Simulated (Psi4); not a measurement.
**BaO (SMILES [O][Ba]): the vertical ionisation energy from total energies**

The species is BaO (2 atoms), meant as a singlet with charge 0. As SMILES, `[O][Ba]`. The coordinates come from a PBE0-D4/def2-TZVP relaxation.

```xyz
2

O     0.0000    0.0000    0.0877
Ba    0.0000    0.0000    2.0130
```

Both states at this one shape; open shells run unrestricted unless said. 1 Eh = 27.2114 eV.

```tsv
level	program	singlet BaO (Eh)	doublet BaO+ (Eh)
M06-L/def2-TZVP (core potential)	Psi4	-100.749596	-100.508994
HSE06/def2-TZVP (core potential)	Psi4	-100.677473	-100.431647
DSD-PBEP86/def2-TZVP (core potential, density fitting for correlation), 1 core orbital frozen	Psi4	-100.533547	-100.281283
MP3/def2-TZVP (core potential), 1 core orbital frozen	Psi4	-100.409336	-100.183148
```

Task: Work out the vertical ionisation energy at each level.

Result: 
1. M06-L/def2-TZVP (core potential): -100.508994 − (-100.749596) = 0.240602 Eh = 6.55 eV.
2. HSE06/def2-TZVP (core potential): -100.431647 − (-100.677473) = 0.245826 Eh = 6.69 eV.
3. DSD-PBEP86/def2-TZVP (core potential, density fitting for correlation): -100.281283 − (-100.533547) = 0.252264 Eh = 6.86 eV.
4. MP3/def2-TZVP (core potential): -100.183148 − (-100.409336) = 0.226188 Eh = 6.15 eV.

No measured value is set beside it here; the levels span 6.15 to 6.86 eV.
